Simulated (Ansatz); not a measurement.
Abridged output of a molecular run in Ansatz:

```
Functional definition: HF
1580 factors; integrals over basis functions are off by at most 1.6e-3 eV
mean field evaluation 1: about -69102.4703 eV, gradient 3.6e1 eV
mean field evaluation 2: about -69102.4746 eV, gradient 3.6e1 eV
mean field evaluation 4: about -69106.1207 eV, gradient 4.3e0 eV
mean field evaluation 8: about -69106.1700 eV, gradient 1.7e-4 eV
mean field -69106.17001904 eV, -2539.6049063552 hartree, gradient 1.6e-6 eV, S^2 0.000000; 0 other end points of the search recorded, 0 dependent functions left out
18 core orbitals not correlated: weight in the atoms' cores, before any rotation towards them, 1.000 or more for the frozen orbitals, at most 0.000 for the correlated occupied ones
reference -69106.17001904 eV, -2539.6049063552 hartree; 23, 23 occupied and 115, 115 virtual orbitals, 1580 factors
second order -25.19645482 eV of doubles, -0.00000000 eV of singles
cycle   1  -26.01364574 eV  change   -8.2e-1 eV  update   1.1e-1
cycle   2  -26.71137625 eV  change   -7.0e-1 eV  update   3.2e-2
cycle   3  -26.83426196 eV  change   -1.2e-1 eV  update   1.5e-2
cycle   4  -26.83534472 eV  change   -1.1e-3 eV  update   3.5e-3
cycle   5  -26.83431019 eV  change    1.0e-3 eV  update   1.2e-3
cycle   6  -26.83408575 eV  change    2.2e-4 eV  update   4.1e-4
cycle   7  -26.83396268 eV  change    1.2e-4 eV  update   1.4e-4
cycle   8  -26.83397250 eV  change   -9.8e-6 eV  update   4.7e-5
perturbative correction -0.80606121 eV, -0.0296222031 hartree
Total energy: -69133.81005275 eV, -2540.6206588590 hartree
```

Its atoms:

Z-matrix (Å, degrees):
```
C
C 1 1.524
H 1 1.096 2 110.9
H 1 1.095 2 111.6 3 -119.0
H 1 1.093 2 112.5 3 120.2
C 2 1.525 1 112.1 3 57.1
Ga 2 1.979 1 112.1 3 -176.2
H 2 1.098 1 108.6 3 -62.0
H 6 1.095 2 111.6 1 60.1
H 6 1.096 2 110.7 1 -58.8
H 6 1.092 2 112.0 1 -179.3
C 7 1.958 2 132.6 1 9.0
Cl 7 2.177 2 113.8 1 -171.7
H 12 1.093 7 109.4 2 117.4
H 12 1.091 7 112.3 2 -3.7
H 12 1.092 7 109.5 2 -125.1
```

**Question.** Which basis set was used?
A. cc-pV(T+d)Z
B. cc-pV(Q+d)Z
C. def2-SVP
D. def2-QZVPP

**Answer.** C. It gives 156 functions.

**Question.** Write the keys of the input that set method, charge and spin (a neutral closed shell needs none for the last two).

**Answer.** 
```yaml
correlation: {method: ccsd_t}
```
